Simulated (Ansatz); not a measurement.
Start from `CB1OC1C` and change one atom or group to get `CC1OB1O`.

Ansatz, PBE0-D4/def2-TZVP geometries, multiplicity 1. Each molecule was computed in one conformer, which needn't be the lowest.

```
                                        property  `CB1OC1C`
               HOMO energy (PBE/def2-TZVPP) / eV      -6.15
         HOMO–LUMO gap (ωB97M-V/def2-TZVPP) / eV      11.82
             HOMO energy (B3LYP/def2-TZVPP) / eV      -7.28
              LUMO energy (PBE0/def2-TZVPP) / eV       0.33
size of the dipole moment (B3LYP/def2-TZVPP) / D       1.69
           LUMO energy (ωB97M-V/def2-TZVPP) / eV       2.05
```

**Question.** Give the same properties after the change, and the shifts. (Estimate.)

**Answer.** Computed: 
```tsv
property	`CC1OB1O`	shift
HOMO energy (PBE/def2-TZVPP) / eV	-6.29	-0.14
HOMO–LUMO gap (ωB97M-V/def2-TZVPP) / eV	11.74	-0.08
HOMO energy (B3LYP/def2-TZVPP) / eV	-7.48	-0.20
LUMO energy (PBE0/def2-TZVPP) / eV	0.44	0.11
size of the dipole moment (B3LYP/def2-TZVPP) / D	3.08	1.39
LUMO energy (ωB97M-V/def2-TZVPP) / eV	1.75	-0.30
```

With PBE0 the HOMO falls by 0.20 eV and the LUMO rises by 0.11 eV, so the gap widens by about 0.31 eV. PBE moves the HOMO by -0.14 eV and ωB97M-V by -0.21 eV. The zero-point energy changes by -56.3 kJ/mol with -6 modes. Dipoles are sizes alone; their direction can turn.

B3LYP here is the variant with VWN-RPA as its local correlation; programs differ in this.
